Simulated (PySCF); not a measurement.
# 4-fluoro-N-methylaniline, C$_{7}$H$_{8}$FN

Molfile (atoms numbered from 1):
```
C7H8FN
     RDKit          3D

 17 17  0  0  0  0  0  0  0  0999 V2000
    3.0005    0.0530   -0.0569 C   0  0  0  0  0  0  0  0  0  0  0  0
    1.8911   -0.8297    0.1474 N   0  0  0  0  0  0  0  0  0  0  0  0
    0.5952   -0.3756    0.2643 C   0  0  0  0  0  0  0  0  0  0  0  0
    0.2928    0.9888    0.4221 C   0  0  0  0  0  0  0  0  0  0  0  0
   -1.0256    1.4155    0.5726 C   0  0  0  0  0  0  0  0  0  0  0  0
   -2.0570    0.4898    0.5563 C   0  0  0  0  0  0  0  0  0  0  0  0
   -3.3220    0.9019    0.6937 F   0  0  0  0  0  0  0  0  0  0  0  0
   -1.7898   -0.8651    0.3925 C   0  0  0  0  0  0  0  0  0  0  0  0
   -0.4762   -1.2906    0.2495 C   0  0  0  0  0  0  0  0  0  0  0  0
    3.1354    0.7307    0.8031 H   0  0  0  0  0  0  0  0  0  0  0  0
    2.9057    0.6827   -0.9648 H   0  0  0  0  0  0  0  0  0  0  0  0
    3.9216   -0.5386   -0.1477 H   0  0  0  0  0  0  0  0  0  0  0  0
    1.9877   -1.7647   -0.2216 H   0  0  0  0  0  0  0  0  0  0  0  0
    1.0910    1.7319    0.4299 H   0  0  0  0  0  0  0  0  0  0  0  0
   -1.2606    2.4745    0.6974 H   0  0  0  0  0  0  0  0  0  0  0  0
   -2.6177   -1.5768    0.3797 H   0  0  0  0  0  0  0  0  0  0  0  0
   -0.2670   -2.3572    0.1280 H   0  0  0  0  0  0  0  0  0  0  0  0
  1  2  1  0
  2  3  1  0
  3  4  1  0
  4  5  2  0
  5  6  1  0
  6  7  1  0
  6  8  2  0
  8  9  1  0
  9  3  2  0
  1 10  1  0
  1 11  1  0
  1 12  1  0
  2 13  1  0
  4 14  1  0
  5 15  1  0
  8 16  1  0
  9 17  1  0
M  END
```

Method: PySCF, quadratic response CAM-B3LYP/aug-cc-pVDZ first hyperpolarisability, Taylor convention, gas phase. Geometry: PBE0-D3(BJ)/def2-SVP.

Task: Give the tensor of the second harmonic β(−2ω;ω,ω) at 1064 nm in the axes of these coordinates.

Result: In au, Taylor convention; rows are the first index (the induced dipole):
```csv
,xx,yy,zz,xy,xz,yz
x,+122.7,-22.8,-52.2,-61.3,+5.1,+26.4
y,-62.4,-15.7,-52.8,-7.5,+26.4,+13.4
z,+4.8,+15.5,+43.4,+26.6,-52.5,-51.8
```
Norm of βᵢ = ⅓ Σⱼ (βᵢⱼⱼ + βⱼᵢⱼ + βⱼⱼᵢ): 155.0 au, hyper-Rayleigh value 81.3 au.
